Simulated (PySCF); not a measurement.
**From computed data to an observable: entropy of an ideal gas**

C3H3BrClF, SMILES C(=C(\C)Br)(/Cl)F.

The structure is a stationary point at B3LYP-D3(BJ)/def2-SVP. The structure was generated by enumeration; whether it is a known compound was not checked.

B3LYP-D3(BJ)/def2-SVP (PySCF) gives the harmonic wavenumbers 131, 155, 166, 295, 301, 358, 417, 516, 556, 821, 1044, 1048, 1112, 1203, 1396, 1449, 1454, 1731, 3035, 3107, 3149 cm⁻¹ and the rotational temperatures 0.1260, 0.0599, 0.0408 K. The molar mass is 173.41 g/mol, the symmetry number 1, the spin multiplicity 1.

Problem. Work out the entropy at 298.15 K and 1 atm in the rigid-rotor, harmonic-oscillator model.

Solution. 
Translation (Sackur–Tetrode at 1 atm): S = R[1.5 ln M + 2.5 ln T − 1.16487] = 173.0 J/(mol K).
Rotation: q = (√π/σ) T^1.5/√(θA θB θC) = 520000, S = R[ln q + 3/2] = 121.9 J/(mol K).
Vibration: with u = 1.4388 ν/T, each mode gives R[u/(e^u − 1) − ln(1 − e^−u)]:
```json
[
 {"ν (cm⁻¹)": "131", "modes": "1", "u": "0.63", "S (J/(mol K))": "12.26"},
 {"ν (cm⁻¹)": "155", "modes": "1", "u": "0.75", "S (J/(mol K))": "10.92"},
 {"ν (cm⁻¹)": "166", "modes": "1", "u": "0.80", "S (J/(mol K))": "10.38"},
 {"ν (cm⁻¹)": "295", "modes": "1", "u": "1.42", "S (J/(mol K))": "6.05"},
 {"ν (cm⁻¹)": "301", "modes": "1", "u": "1.45", "S (J/(mol K))": "5.91"},
 {"ν (cm⁻¹)": "358", "modes": "1", "u": "1.73", "S (J/(mol K))": "4.73"},
 {"ν (cm⁻¹)": "417", "modes": "1", "u": "2.01", "S (J/(mol K))": "3.77"},
 {"ν (cm⁻¹)": "516", "modes": "1", "u": "2.49", "S (J/(mol K))": "2.59"},
 {"ν (cm⁻¹)": "556", "modes": "1", "u": "2.68", "S (J/(mol K))": "2.23"},
 {"ν (cm⁻¹)": "821", "modes": "1", "u": "3.96", "S (J/(mol K))": "0.80"},
 {"ν (cm⁻¹)": "1044", "modes": "1", "u": "5.04", "S (J/(mol K))": "0.33"},
 {"ν (cm⁻¹)": "1048", "modes": "1", "u": "5.06", "S (J/(mol K))": "0.32"},
 {"ν (cm⁻¹)": "1112", "modes": "1", "u": "5.37", "S (J/(mol K))": "0.25"},
 {"ν (cm⁻¹)": "1203", "modes": "1", "u": "5.81", "S (J/(mol K))": "0.17"},
 {"ν (cm⁻¹)": "1396", "modes": "1", "u": "6.74", "S (J/(mol K))": "0.08"},
 {"ν (cm⁻¹)": "1449", "modes": "1", "u": "6.99", "S (J/(mol K))": "0.06"},
 {"ν (cm⁻¹)": "1454", "modes": "1", "u": "7.02", "S (J/(mol K))": "0.06"},
 {"ν (cm⁻¹)": "1731", "modes": "1", "u": "8.35", "S (J/(mol K))": "0.02"}
]
```
The stiffer modes add less than 0.005 each. Sum 60.9 J/(mol K).
Spin: R ln 1 = 0.0 J/(mol K).
Total 355.9 J/(mol K); the program's own thermochemistry gives 355.9. Translation makes up 49 % and vibration 17 %. Anharmonicity, hindered rotation and orbital degeneracy are left out.
